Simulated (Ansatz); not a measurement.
Reaction (ligand exchange at a Ge–N bond): `F[SiH](Cl)[NH][GeH3]` + `O[SiH](F)F` → `F[SiH](F)[O][GeH3]` + `N[SiH](F)Cl`

Computed with Ansatz on PBE0-D4/def2-TZVP structures; ΔE is electronic, products minus reactants. CCSD(T)/CBS is the MP2 limit (def2-TZVPP, def2-QZVPP) plus CCSD(T) − MP2 in def2-TZVPP, frozen cores. Functionals use def2-TZVPP. B3LYP here is the variant with VWN-RPA as its local correlation; programs differ in this. For Ge outer-core shells are correlated without core-valence functions, which leaves a few kJ/mol of doubt a bond. Scalar relativity is left out up to krypton. One conformer a species, not always the lowest.

(1) Is it downhill or uphill in electronic energy at CCSD(T)/CBS, and by how much? (An estimate is asked.)

(2) What do these levels give: r2SCAN-D4, PBE0-D4, B3LYP-D4, ωB97M-V, r2SCAN, PBE0, B3LYP, HF/def2-TZVPP, MP2/def2-TZVPP, CCSD/def2-TZVPP, HF/def2-QZVPP, MP2/CBS(def2)? (An estimate is asked.)

Largest T1 diagnostic among the species: 0.012.

Results:

(1) The calculation gave: Downhill: ΔE = -6.7 kcal/mol.

(2) Ansatz gave: r2SCAN-D4 -7.5, PBE0-D4 -6.7, B3LYP-D4 -8.0, ωB97M-V -7.4, r2SCAN -7.6, PBE0 -6.9, B3LYP -8.4, HF/def2-TZVPP -10.1, MP2/def2-TZVPP -6.4, CCSD/def2-TZVPP -7.2, HF/def2-QZVPP -10.5, MP2/CBS(def2) -6.4 kcal/mol.

In def2-TZVPP, CCSD(T) changes the Hartree–Fock value by +3.4 kcal/mol (the triples alone add +0.4 kcal/mol) and MP2 by +3.7 kcal/mol.
